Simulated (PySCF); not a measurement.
An unknown gives this computed stick spectrum. Method: TDDFT wB97X-D/def2-SVPD, vertical, gas phase, core orbitals frozen in the response (PySCF). Geometries: GFN2-xTB, one conformer each.

```json
{"state": "S1", "E (eV)": "5.15", "f": "0.0049"}
{"state": "S2", "E (eV)": "5.33", "f": "0.0000"}
{"state": "S3", "E (eV)": "5.68", "f": "0.024"}
{"state": "S4", "E (eV)": "6.41", "f": "0.0008"}
{"state": "S5", "E (eV)": "7.25", "f": "0.387"}
{"state": "S6", "E (eV)": "7.30", "f": "0.745"}
{"state": "S7", "E (eV)": "7.71", "f": "0.034"}
{"state": "S8", "E (eV)": "7.74", "f": "0.0003"}
```

Triplets computed (Tamm–Dancoff): 4.43, 4.49, 4.89 eV.

Orbital energies (eV): HOMO-3 -11.73, HOMO-2 -9.73, HOMO-1 -9.38, HOMO -9.19, LUMO 1.09, LUMO+1 1.35, LUMO+2 2.31.

Task: Which structure fits? All have the formula C7H9N.
A. `CCc1ccncc1`
B. `CC(C#N)=C1CCC1`
C. `C(C1=C(CC1)C#N)C`

Result: A. Its S1, at 5.15 eV, is the lowest among the candidates; the nearest of the others has S1 at 5.93 eV. S1 is HOMO→LUMO (96%). Löwdin shares by element: HOMO nitrogen 59%, carbon 26% or more (atoms not listed hold the other 15%); LUMO carbon 44% or more, nitrogen 21% (atoms not listed hold the other 35%). At the same level the other candidates give, for their lowest levels:
- `CCC1=C(C#N)CC1`: 5.93 eV (f 0.342); 6.37 eV (f 0.000); 6.62 eV (f 0.000); 7.11 eV (f 0.003); 7.21 eV (f 0.001); T1 3.66 eV; HOMO -9.19, LUMO 0.62 eV
- `CC(C#N)=C1CCC1`: 5.97 eV (f 0.449); 6.72 eV (f 0.000); 6.88 eV (f 0.000); 7.09 eV (f 0.002); 7.12 eV (f 0.000); T1 3.67 eV; HOMO -9.07, LUMO 0.70 eV

The values belong to the conformer `[CH3:1][CH2:2][c:3]1[cH:4][cH:5][n:6][cH:7][cH:8]1`: C1–C2–C3–C4 89°.
